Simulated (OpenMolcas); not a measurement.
Ni2+ (d8) in a complex was computed by SS-CASPT2, IPEA 0.25 Eh, imaginary shift 0.1 Eh with the d shell active (OpenMolcas, ANO-RCC-VDZP on the metal). Its lowest spin-free states, and all those of the highest spin:

| 2S+1 | Degeneracy | E (cm-1) |
| --- | --- | --- |
| 3 | 3 | 0 |
| 3 | 3 | 1610 |
| 3 | 1 | 5800 |
| 1 | 3 | 11460 |
| 1 | 2 | 12570 |
| 3 | 3 | 17000 |
| 1 | 3 | 20670 |
| 1 | 1 | 22540 |
| 1 | 3 | 22840 |
| 1 | 2 | 23440 |
| 1 | 1 | 48360 |

Q: Is the site octahedral, tetrahedral or cube-like, axial, or of lower symmetry?

A: The states with 2S+1 = 3 have orbital degeneracies 3, 3, 1, 3. Threefold states need a cubic site. For d8 at this spin an octahedron puts the single A2 below the threefold T2 and a tetrahedron or cube puts the threefold T1 below the threefold T2, so the site is a tetrahedron or a cube, which this pattern cannot tell apart. The run had Ni2+ with 4 ligands (oxide) in tetrahedral coordination (Td) at 1.93 Å. A charge of +1.5 e stands 2.4 Å behind each ligand. Ligand basis ANO-RCC-VDZP.

Roots that are degenerate in the reference are averaged as groups; the widest CASPT2 spread within a group is 830 cm-1 (the 3-fold group of multiplicity 1 near 22800 cm-1 above the lowest state of its run). Shifts and gaps below about the spread of the groups concerned are not significant. Over all roots computed the reference weight is 0.69 to 0.72; a low but even weight reflects the number of correlated electrons. An orbital triplet at a regular site is open to Jahn-Teller coupling, which can distort the site and quench the lowest spin-orbit gaps and is left out. The oxide ions are held by bare point charges, a crude embedding. A single d shell leaves out the double-shell effect, which counts most for late 3d ions, where the CASPT2 field can be off either way by tens of per cent. Ligand-to-metal charge-transfer states are missing. With oxide or sulfide held by bare charges the field of late divalent 3d ions can come out several times too small, and g and χT far too large. These CASPT2 states fit no ligand-field parameters well, so their order and spin gaps are uncertain. For late 3d ions with one d shell CASPT2 can put B and the spin-flip bands somewhat low as well as high. With one d shell and no ligand orbital active, 10Dq can be off by tens of per cent for divalent 3d ions, low with halides held by bare charges and at times high in hosts. Free-ion shares, where given, are those of the reference states; single-state CASPT2 does not remix them. No measured value stands beside these numbers; the geometry was imposed, not optimised, and the real ion may take another.
